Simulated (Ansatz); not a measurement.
Reaction (hydrogenolysis of the Al–O bond): `C[O][Al]([SH])[SH]` + H₂ → `[SH][AlH][SH]` + CH₃OH

Program: Ansatz. Geometries: PBE0-D4/def2-TZVP. ΔE: electronic, gas phase. CCSD(T)/CBS is the MP2 limit (def2-TZVPP, def2-QZVPP) plus CCSD(T) − MP2 in def2-TZVPP, frozen cores. This one scheme is used for every species. DFT in def2-TZVPP. B3LYP here is the variant with VWN-RPA as its local correlation; programs differ in this. Each species was taken in one conformer, which may not be the lowest.

`C[O][Al]([SH])[SH]`:

Cartesian coordinates in Å:
```
C -0.948 -0.982 -1.315
O -0.179 -0.813 -0.159
Al 0.481 0.485 0.671
S 0.186 2.514 -0.065
S 1.626 0.095 2.475
H -0.416 -1.619 -2.028
H -1.896 -1.469 -1.066
H -1.176 -0.031 -1.813
H 0.896 3.049 0.944
H 1.427 -1.230 2.356
```

H₂:

Z-matrix (Å, degrees):
```
H
H 1 0.746
```

`[SH][AlH][SH]`:

```xyz
6

S     0.023    0.706    1.988
Al    0.017   -0.132   -0.022
S    -0.283    1.283   -1.650
H     0.227   -0.499    2.548
H     0.219   -1.673   -0.284
H    -0.203    0.315   -2.579
```

CH₃OH:

Cartesian coordinates in Å:
```
C -0.316 0.084 -0.140
O 0.688 0.013 0.846
H -1.164 0.607 0.304
H -0.658 -0.907 -0.462
H 0.006 0.648 -1.025
H 1.445 -0.446 0.478
```

```
             level  ΔE (kJ/mol)  difference from CCSD(T)/CBS
            PBE-D4        105.5                         -7.0
         r2SCAN-D4        116.7                          4.2
           PBE0-D4        104.3                         -8.2
           ωB97X-V        109.2                         -3.3
           ωB97M-V        110.4                         -2.1
            B2PLYP        111.8                         -0.7
               PBE         99.2                        -13.3
            r2SCAN        114.7                          2.2
              PBE0         98.5                        -14.0
             B3LYP        104.8                         -7.7
     HF/def2-TZVPP         98.8                        -13.7
    MP2/def2-TZVPP        120.4                          7.9
SCS-MP2/def2-TZVPP        115.6                          3.1
   CCSD/def2-TZVPP        108.7                         -3.8
     HF/def2-QZVPP         99.6                        -12.9
SCS-MP2/def2-QZVPP        116.3                          3.8
       CCSD(T)/CBS        112.5                            0
```

Largest T1 diagnostic among the species: 0.012.

In def2-TZVPP, CCSD(T) changes the Hartree–Fock value by +13.0 kJ/mol (the triples alone add +3.1 kJ/mol) and MP2 by +21.6 kJ/mol. The D4 term adds +10.0 kJ/mol with B3LYP and +5.8 kJ/mol with PBE0; it sums over pairs of atoms, weighted by their polarisabilities, and B3LYP, whose exchange is more repulsive, gets the larger term.
